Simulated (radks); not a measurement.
Question: Isoelectronic series with 14 electrons, each ion in its NIST ground configuration. Calculated with a radial shooting solver on a logarithmic mesh with Libxc functionals: Dirac Kohn-Sham, BLYP, spin-unpolarised, spherical densities, point nucleus; open shells fill j = l - 1/2 first. Total energies (hartree) and orbital eigenvalues (eV) (* marks an orbital that is empty in some or all of the ions):

| ion | configuration | E (hartree) | 3p3/2* | 3p1/2 | 3s1/2 | 2p3/2 | 2p1/2 |
|---|---|---|---|---|---|---|---|
| Si | [Ne] 3s2 3p2 | -290.00153 | -3.9045 | -3.9367 | -10.6673 | -95.3008 | -95.9503 |
| S2+ | [Ne] 3s2 3p2 | -397.99740 | -27.7792 | -27.8966 | -39.2139 | -181.8624 | -183.1323 |
| Cl3+ | [Ne] 3s2 3p2 | -458.80304 | -44.8986 | -45.0854 | -58.6862 | -236.1323 | -237.8433 |
| Ar4+ | [Ne] 3s2 3p2 | -524.14661 | -65.2623 | -65.5415 | -81.4206 | -297.4676 | -299.7265 |
| K5+ | [Ne] 3s2 3p2 | -594.03328 | -88.8044 | -89.2029 | -107.3581 | -365.7868 | -368.7167 |
| Ca6+ | [Ne] 3s2 3p2 | -668.47058 | -115.4848 | -116.0342 | -136.4654 | -441.0404 | -444.7820 |
| Sc7+ | [Ne] 3s2 3p2 | -747.46776 | -145.2777 | -146.0144 | -168.7231 | -523.1966 | -527.9092 |
| Ti8+ | [Ne] 3s2 3p2 | -831.03544 | -178.1656 | -179.1315 | -204.1208 | -612.2344 | -618.0973 |
| V9+ | [Ne] 3s2 3p2 | -919.18538 | -214.1368 | -215.3791 | -242.6534 | -708.1393 | -715.3531 |
| Cr10+ | [Ne] 3s2 3p2 | -1011.93041 | -253.1830 | -254.7552 | -284.3197 | -810.9015 | -819.6892 |
| Mn11+ | [Ne] 3s2 3p2 | -1109.28430 | -295.2987 | -297.2604 | -329.1216 | -920.5143 | -931.1230 |
| Fe12+ | [Ne] 3s2 3p2 | -1211.26178 | -340.4801 | -342.8980 | -377.0629 | -1036.974 | -1049.675 |
| Co13+ | [Ne] 3s2 3p2 | -1317.87843 | -388.7250 | -391.6728 | -428.1493 | -1160.277 | -1175.371 |
| Ni14+ | [Ne] 3s2 3p2 | -1429.15076 | -440.0320 | -443.5912 | -482.3879 | -1290.423 | -1308.235 |
| Cu15+ | [Ne] 3s2 3p2 | -1545.09614 | -494.4009 | -498.6608 | -539.7872 | -1427.412 | -1448.300 |
| Zn16+ | [Ne] 3s2 3p2 | -1665.73280 | -551.8320 | -556.8905 | -600.3565 | -1571.244 | -1595.595 |
| Ga17+ | [Ne] 3s2 3p2 | -1791.07990 | -612.3263 | -618.2901 | -664.1065 | -1721.923 | -1750.155 |
| Ge18+ | [Ne] 3s2 3p2 | -1921.15745 | -675.8850 | -682.8703 | -731.0485 | -1879.449 | -1912.018 |
| As19+ | [Ne] 3s2 3p2 | -2055.98640 | -742.5102 | -750.6428 | -801.1948 | -2043.827 | -2081.221 |
| Se20+ | [Ne] 3s2 3p2 | -2195.58859 | -812.2039 | -821.6201 | -874.5586 | -2215.059 | -2257.805 |
| Br21+ | [Ne] 3s2 3p2 | -2339.98684 | -884.9689 | -895.8155 | -951.1538 | -2393.149 | -2441.813 |

Estimate the row of P+ ([Ne] 3s2 3p2).

Answer: E (hartree) -341.72828; 3p3/2* -14.0243; 3p1/2 -14.0913; 3s1/2 -23.1174; 2p3/2 -134.8067; 2p1/2 -135.7275.
